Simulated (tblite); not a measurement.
Record of a relaxation.

Species: C3H16N4OSi3.
Atom-mapped SMILES: `[CH3:1][O:2][Si@@H:3]1[NH:4][SiH2:5][NH:6][Si@H:7]([N:8]([CH3:9])[CH3:10])[NH:11]1` (hydrogens: H12, H13, H14 on C1; H15 on Si3; H16 on N4; H17, H18 on Si5; H19 on N6; H20 on Si7; H21, H22, H23 on C9; H24, H25, H26 on C10; H27 on N11)

Computed with GFN2-xTB (tblite), gas phase: L-BFGS steps from a force-field or distance-geometry start until the largest atomic force falls under 0.01 eV/Å. 6 of its 175 geometries are shown.

Step 0: E = -971.0116 eV, largest atomic force 2.439 eV/Å
```
atom  x, y, z in Å  |  force x, y, z in eV/Å
C1      3.919    1.545    0.073    0.793   1.055  -0.030
O2      3.388    0.578   -0.764   -1.854  -1.111   1.130
Si3     1.982   -0.169   -0.154   -0.075  -0.110  -2.002
N4      1.872   -1.766   -0.965   -0.133  -0.190   1.620
Si5     0.470   -2.694   -0.329   -0.238   1.430  -1.038
N6     -0.983   -1.801   -0.932    0.805   0.089   1.587
Si7    -0.902   -0.201   -0.109   -0.147  -0.383  -0.824
N8     -2.455    0.620   -0.280    0.625  -0.995   1.441
C9     -3.343    0.051    0.735    0.155  -0.891   0.127
C10    -2.415    2.037   -0.090   -0.461   1.180  -0.752
N11     0.495    0.737   -0.646    0.715  -1.453  -0.614
H12     4.818    1.186    0.605   -0.272  -0.171  -0.185
H13     4.256    2.389   -0.567   -0.264  -0.281   0.366
H14     3.219    1.918    0.836    0.173  -0.068  -0.394
H15     1.994   -0.351    1.302    0.113   0.295  -0.157
H16     2.740   -2.323   -0.850   -0.856   0.641  -0.340
H17     0.461   -4.083   -0.757    0.032   0.094  -0.123
H18     0.451   -2.550    1.136    0.106  -0.368  -0.006
H19    -1.855   -2.312   -0.723    0.748   0.467  -0.370
H20    -0.712   -0.462    1.345    0.160   0.266  -0.141
H21    -4.397    0.007    0.398    0.515   0.287   0.173
H22    -2.997   -0.986    0.923   -0.613   0.424  -0.034
H23    -3.245    0.595    1.716   -0.301  -0.466  -0.846
H24    -2.951    2.325    0.840    0.643   0.053  -0.421
H25    -2.975    2.504   -0.923    0.198   0.078   0.232
H26    -1.386    2.416   -0.113   -0.368   0.033   0.142
H27     0.529    0.815   -1.695   -0.199   0.096   1.458
```

Step 35: E = -972.6281 eV, largest atomic force 0.179 eV/Å
```
atom  x, y, z in Å  |  force x, y, z in eV/Å
C1      3.970    1.545   -0.148    0.008  -0.004  -0.053
O2      3.232    0.512   -0.729   -0.015  -0.007   0.030
Si3     1.975   -0.183    0.027    0.048   0.081   0.152
N4      1.849   -1.768   -0.625    0.099   0.079   0.003
Si5     0.522   -2.796   -0.236   -0.028   0.044   0.030
N6     -0.916   -1.842   -0.160   -0.088   0.030  -0.105
Si7    -0.847   -0.214    0.427   -0.067   0.057   0.052
N8     -2.313    0.558   -0.054    0.018   0.092   0.107
C9     -3.510    0.035    0.555    0.053  -0.053  -0.018
C10    -2.407    1.991   -0.205    0.028   0.049   0.004
N11     0.497    0.675   -0.206   -0.034  -0.070  -0.021
H12     4.860    1.127    0.331   -0.002   0.018  -0.015
H13     4.275    2.237   -0.932    0.022   0.005  -0.029
H14     3.393    2.087    0.603    0.007  -0.027  -0.057
H15     2.201   -0.165    1.479   -0.058  -0.064  -0.076
H16     2.655   -2.169   -1.069    0.047   0.002   0.013
H17     0.397   -3.743   -1.338   -0.023  -0.092  -0.032
H18     0.698   -3.404    1.086   -0.016  -0.006  -0.012
H19    -1.543   -1.973   -0.940   -0.020  -0.019   0.092
H20    -0.596   -0.309    1.876   -0.039   0.017  -0.086
H21    -4.395    0.328   -0.018    0.083  -0.038  -0.018
H22    -3.433   -1.045    0.588   -0.080  -0.093   0.002
H23    -3.627    0.403    1.582   -0.049   0.004  -0.023
H24    -2.692    2.478    0.738    0.007  -0.034  -0.029
H25    -3.169    2.230   -0.955    0.034  -0.012   0.047
H26    -1.454    2.401   -0.521    0.040  -0.038  -0.031
H27     0.361    1.030   -1.142    0.024   0.081   0.074
```

Step 70: E = -972.6988 eV, largest atomic force 0.046 eV/Å
```
atom  x, y, z in Å  |  force x, y, z in eV/Å
C1      3.990    1.558   -0.307   -0.012  -0.006  -0.021
O2      3.210    0.472   -0.696   -0.021   0.016   0.008
Si3     2.007   -0.193    0.167    0.009   0.011   0.013
N4      1.860   -1.752   -0.542    0.001   0.000  -0.005
Si5     0.514   -2.794   -0.280   -0.015   0.002   0.043
N6     -0.908   -1.823   -0.147    0.037   0.018   0.016
Si7    -0.865   -0.229    0.520   -0.012   0.030   0.012
N8     -2.291    0.566   -0.022   -0.004   0.009  -0.031
C9     -3.541    0.005    0.417    0.005  -0.009  -0.009
C10    -2.380    1.997   -0.155   -0.003   0.019   0.008
N11     0.526    0.680    0.051    0.007  -0.007   0.020
H12     4.881    1.196    0.214   -0.012   0.044  -0.004
H13     4.293    2.101   -1.205    0.028  -0.006   0.007
H14     3.447    2.236    0.353   -0.003  -0.029  -0.012
H15     2.315   -0.244    1.600   -0.019  -0.011  -0.027
H16     2.676   -2.134   -0.984    0.014  -0.016  -0.007
H17     0.387   -3.679   -1.440   -0.006   0.006   0.003
H18     0.675   -3.518    0.989   -0.013  -0.004  -0.022
H19    -1.669   -2.044   -0.765    0.009   0.003  -0.011
H20    -0.731   -0.374    1.978    0.011  -0.005  -0.001
H21    -4.330    0.237   -0.304   -0.011   0.006  -0.008
H22    -3.443   -1.071    0.503   -0.007  -0.027   0.013
H23    -3.839    0.406    1.393   -0.022  -0.012  -0.004
H24    -2.630    2.480    0.798   -0.004   0.010   0.004
H25    -3.164    2.247   -0.877    0.009   0.002   0.005
H26    -1.438    2.401   -0.509    0.021  -0.017   0.026
H27     0.428    1.299   -0.737    0.013  -0.028  -0.013
```

Step 104: E = -972.7224 eV, largest atomic force 0.031 eV/Å
```
atom  x, y, z in Å  |  force x, y, z in eV/Å
C1      3.900    1.592   -0.429    0.002   0.003  -0.002
O2      3.237    0.398   -0.700    0.001   0.012  -0.007
Si3     2.033   -0.233    0.188    0.001   0.016  -0.010
N4      1.861   -1.801   -0.497    0.004  -0.005   0.023
Si5     0.487   -2.809   -0.242   -0.008   0.006   0.025
N6     -0.910   -1.810   -0.076   -0.010   0.000   0.008
Si7    -0.827   -0.219    0.593    0.007   0.010  -0.010
N8     -2.234    0.602    0.047   -0.012  -0.005  -0.015
C9     -3.516   -0.015    0.257   -0.013  -0.001   0.010
C10    -2.329    2.037    0.032   -0.002   0.009   0.004
N11     0.566    0.666    0.075    0.004   0.007  -0.005
H12     4.700    1.419    0.296   -0.013  -0.007   0.010
H13     4.337    1.962   -1.358   -0.009  -0.012   0.002
H14     3.222    2.344   -0.023   -0.002  -0.001  -0.013
H15     2.344   -0.252    1.621    0.003  -0.023  -0.015
H16     2.677   -2.217   -0.907    0.014   0.008   0.005
H17     0.315   -3.650   -1.428    0.010  -0.027  -0.012
H18     0.618   -3.580    1.002    0.018   0.012  -0.007
H19    -1.649   -1.973   -0.737    0.009  -0.018  -0.009
H20    -0.661   -0.365    2.046   -0.011  -0.007  -0.004
H21    -4.175    0.183   -0.594   -0.003   0.013   0.018
H22    -3.391   -1.086    0.372   -0.017  -0.018  -0.013
H23    -4.002    0.373    1.162    0.006  -0.007  -0.011
H24    -2.791    2.417    0.951    0.002   0.014   0.023
H25    -2.947    2.357   -0.813    0.005   0.017  -0.005
H26    -1.339    2.470   -0.061    0.018   0.004  -0.006
H27     0.456    1.212   -0.765   -0.004  -0.003   0.016
```

Step 139: E = -972.7369 eV, largest atomic force 0.032 eV/Å
```
atom  x, y, z in Å  |  force x, y, z in eV/Å
C1      3.819    1.626   -0.514   -0.008  -0.011  -0.009
O2      3.208    0.397   -0.748    0.003   0.010   0.019
Si3     2.039   -0.246    0.179   -0.004   0.009  -0.019
N4      1.876   -1.829   -0.471   -0.014   0.001   0.003
Si5     0.507   -2.833   -0.173   -0.012  -0.002   0.030
N6     -0.916   -1.858   -0.089    0.008  -0.002   0.014
Si7    -0.846   -0.268    0.584   -0.003   0.004  -0.014
N8     -2.217    0.609    0.029    0.000   0.011   0.007
C9     -3.529    0.029    0.141    0.019   0.010   0.014
C10    -2.259    2.042    0.172    0.004   0.013  -0.002
N11     0.553    0.621    0.084    0.006   0.014   0.012
H12     4.428    1.583    0.392   -0.002  -0.005   0.008
H13     4.460    1.855   -1.366    0.014  -0.004  -0.018
H14     3.080    2.421   -0.394   -0.010   0.001   0.004
H15     2.394   -0.244    1.601   -0.005  -0.002   0.006
H16     2.695   -2.252   -0.868    0.009  -0.002  -0.006
H17     0.370   -3.758   -1.298   -0.001  -0.013  -0.019
H18     0.630   -3.507    1.125    0.006   0.005   0.005
H19    -1.600   -2.014   -0.808   -0.008   0.003  -0.028
H20    -0.696   -0.435    2.036   -0.007  -0.005   0.007
H21    -4.176    0.413   -0.653    0.003  -0.012  -0.004
H22    -3.461   -1.051    0.059    0.002  -0.010  -0.005
H23    -3.993    0.274    1.105   -0.007  -0.010   0.004
H24    -2.755    2.339    1.105    0.006  -0.012  -0.001
H25    -2.814    2.482   -0.662   -0.014   0.006   0.003
H26    -1.250    2.439    0.180   -0.006   0.003  -0.003
H27     0.431    1.194   -0.736    0.019   0.001  -0.005
```

Step 174: E = -972.7410 eV, largest atomic force 0.010 eV/Å
```
atom  x, y, z in Å  |  force x, y, z in eV/Å
C1      3.818    1.614   -0.529   -0.005  -0.001   0.004
O2      3.225    0.372   -0.732    0.004   0.004  -0.003
Si3     2.043   -0.256    0.187    0.006   0.000  -0.006
N4      1.870   -1.836   -0.466    0.000  -0.002   0.003
Si5     0.494   -2.825   -0.145   -0.001   0.001   0.002
N6     -0.927   -1.843   -0.127    0.005  -0.001   0.000
Si7    -0.843   -0.259    0.562   -0.009  -0.001   0.001
N8     -2.214    0.620    0.013   -0.004   0.000   0.005
C9     -3.516    0.015    0.127    0.006   0.000  -0.002
C10    -2.276    2.047    0.202    0.001   0.000   0.004
N11     0.567    0.627    0.089    0.001   0.000   0.005
H12     4.384    1.620    0.405   -0.005  -0.002  -0.006
H13     4.496    1.806   -1.362    0.003   0.000  -0.001
H14     3.068    2.407   -0.483    0.009  -0.001   0.002
H15     2.390   -0.263    1.611    0.000   0.005   0.002
H16     2.681   -2.259   -0.880   -0.002  -0.001   0.005
H17     0.373   -3.793   -1.235    0.002  -0.006   0.000
H18     0.589   -3.430    1.187    0.003  -0.001  -0.003
H19    -1.532   -1.944   -0.924   -0.006   0.006  -0.006
H20    -0.708   -0.455    2.013    0.002  -0.002  -0.001
H21    -4.179    0.407   -0.650    0.001  -0.001   0.001
H22    -3.429   -1.061    0.016   -0.003   0.003   0.002
H23    -3.972    0.225    1.103   -0.003  -0.002  -0.001
H24    -2.719    2.305    1.172   -0.004  -0.003   0.002
H25    -2.891    2.498   -0.582   -0.001   0.003  -0.004
H26    -1.276    2.466    0.161    0.004   0.000  -0.003
H27     0.463    1.220   -0.720   -0.003   0.001  -0.003
```

Problem. Summarise the path.

Solution. The energy falls by 1.7294 eV from step 0 to step 174; nine tenths of that is first reached at step 29. It falls at every step. The largest force goes from 2.439 to 0.010 eV/Å. Among the bonds Si3–N11 changes most, from 1.810 to 1.723 Å; the atoms move by 0.710 Å rms after alignment.

Problem. Follow the three bonds and two angles with the largest change from start to end.

Solution. 
| step | E above end (eV) | largest force (eV/Å) | Si3–N11 (Å) | Si5–N6 (Å) | O2–Si3 (Å) | Si5–N6–Si7 (°) | Si3–N4–Si5 (°) |
| --- | --- | --- | --- | --- | --- | --- | --- |
| 0 | 1.7294 | 2.439 | 1.810 | 1.809 | 1.704 | 104.5 | 110.3 |
| 8 | 0.6807 | 0.670 | 1.728 | 1.729 | 1.620 | 110.1 | 113.2 |
| 15 | 0.4058 | 0.398 | 1.727 | 1.729 | 1.619 | 115.5 | 117.4 |
| 23 | 0.2404 | 0.340 | 1.722 | 1.733 | 1.623 | 118.4 | 122.1 |
| 30 | 0.1478 | 0.207 | 1.722 | 1.734 | 1.620 | 119.0 | 120.6 |
| 38 | 0.0976 | 0.172 | 1.725 | 1.728 | 1.624 | 120.2 | 121.7 |
| 45 | 0.0697 | 0.133 | 1.723 | 1.728 | 1.622 | 120.3 | 121.2 |
| 53 | 0.0551 | 0.081 | 1.723 | 1.726 | 1.622 | 122.0 | 121.8 |
| 61 | 0.0474 | 0.065 | 1.724 | 1.725 | 1.623 | 121.5 | 122.6 |
| 68 | 0.0433 | 0.067 | 1.723 | 1.726 | 1.622 | 121.7 | 123.5 |
| 76 | 0.0384 | 0.078 | 1.724 | 1.725 | 1.623 | 123.1 | 123.7 |
| 83 | 0.0342 | 0.073 | 1.724 | 1.725 | 1.624 | 123.1 | 123.6 |
| 91 | 0.0258 | 0.054 | 1.725 | 1.726 | 1.624 | 122.5 | 123.9 |
| 98 | 0.0209 | 0.058 | 1.724 | 1.726 | 1.623 | 122.1 | 123.8 |
| 106 | 0.0180 | 0.036 | 1.723 | 1.725 | 1.623 | 122.1 | 123.6 |
| 113 | 0.0149 | 0.041 | 1.724 | 1.726 | 1.623 | 122.0 | 123.4 |
| 121 | 0.0100 | 0.053 | 1.723 | 1.728 | 1.623 | 121.6 | 122.9 |
| 129 | 0.0062 | 0.039 | 1.723 | 1.727 | 1.624 | 121.0 | 123.1 |
| 136 | 0.0047 | 0.030 | 1.723 | 1.727 | 1.624 | 120.6 | 123.3 |
| 144 | 0.0033 | 0.025 | 1.723 | 1.727 | 1.624 | 120.2 | 123.3 |
| 151 | 0.0020 | 0.024 | 1.723 | 1.727 | 1.624 | 119.6 | 123.2 |
| 159 | 0.0007 | 0.025 | 1.723 | 1.727 | 1.624 | 119.2 | 122.7 |
| 166 | 0.0003 | 0.015 | 1.723 | 1.728 | 1.624 | 119.2 | 122.5 |
| 174 | 0.0000 | 0.010 | 1.723 | 1.727 | 1.623 | 119.0 | 122.5 |

The cost below is that of the whole relaxation. The run took 3.2 s wall, 6.5 s CPU on Intel Xeon Platinum 8488C, 2 threads, on a shared host.
